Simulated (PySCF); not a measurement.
BrFGeH2O2.

```xyz
7

O     -0.9186     1.8314     0.5678
Ge    -0.5447     0.1245     0.3644
O     -1.9398    -0.6545    -0.3507
F     -0.2302    -0.5206     1.9453
Br     1.2973    -0.3077    -0.9131
H     -0.2673     2.3070     1.1028
H     -2.7675    -0.2511    -0.0492
```

The structure is a stationary point at B3LYP-D3(BJ)/def2-SVP. The structure was generated by enumeration, and PubChem lists no compound with its InChIKey, so it may never have been made. The values are those of a single conformer.

These are KT2/pcSseg-1 (PySCF) values and carry that method's errors. Non-relativistic, no solvent.

Computed absolute GIAO shielding of each atom: isotropic value and principal components (ppm):
```
atom  σ(iso)     σ11     σ22     σ33   span
----  ------  ------  ------  ------  -----
O1     228.4   165.6   221.5   298.1  132.6
Ge2   1291.9  1223.0  1305.8  1346.9  123.9
O3     248.1   205.0   232.0   307.2  102.2
F4     240.2   163.9   188.8   367.9  203.9
Br5   2424.2  2111.8  2199.9  2961.0  849.2
H6      28.6    21.1    23.4    41.3   20.2
H7      28.7    20.1    22.9    43.1   23.0
```
